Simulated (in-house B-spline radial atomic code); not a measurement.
**RPA and G0W0 on BHandHLYP: the technetium ion Tc⁷⁺**

Configuration [Ar] 3d10 4s2 4p6, mean-field start BHandHLYP. Computed with a B-spline radial code for spherical atoms: all electrons, scalar-relativistic (spin-free one-electron X2C), finite nucleus, each spin shell either full or empty, empty states to l = 9 with an (l + 1/2)⁻⁴ tail; G0W0 by contour deformation at full frequency.

Command:
```bash
python run_gw.py task.json out
```
Settings (radii: box in bohr, nucleus in fm):
```
Z                        43
electrons                36
configuration            [Ar] 3d10 4s2 4p6
hamiltonian              x2c
method                   bhandhlyp
lmax                     9
rms_radius               4.41117
spin_polarised           False
box_radius               8.41
intervals                66
```

Run time, properties included: 1.9 s on 1 thread of Arm Neoverse V2, on a shared host.

Energies (hartree):

```tsv
term	value
mean-field total	-4273.80823
Hartree-Fock functional on these orbitals	-4271.82748
direct second order	-2.9763
second-order exchange	0.8553
SOSEX correction	0.80691
```

Question: What is the RPA correlation energy, and what remains with SOSEX?

Answer: RPA gives -2.6892 hartree (-2.03 eV per electron); RPA + SOSEX gives -1.8823, and the second-order doubles -2.121 hartree (no singles). RPA lacks exchange-type terms and so overcorrelates at short range.

Quasi-particle levels (eV):

| level | occupied | mean field | Σx - vxc | Σc | QP weight | G0W0 |
| --- | --- | --- | --- | --- | --- | --- |
| 4p | yes | -147.51 | -4.23 | ? | ? | ? |
| 4s | yes | -180.75 | -7.53 | 5.02 | 0.853 | -183.27 |
| 4d | no | -92.69 | 5.63 | -2.26 | 0.977 | -89.32 |

G0W0 = mean field + (Σx - vxc) + Σc, with Σc (partial-wave tail included) taken at the quasi-particle energy. Only the outer levels were computed. Levels of low weight are left out.

Question: Where does G0W0 put 4p?

Answer: At -152.62 eV, with Σc = -0.88 eV and a quasi-particle weight of 0.970. The tabulated removal energy is 150 ± 2.1 eV (NIST, tabulated theory); the calculation leaves out spin-orbit coupling, Breit and QED terms, and what these don't explain is the method's own error.
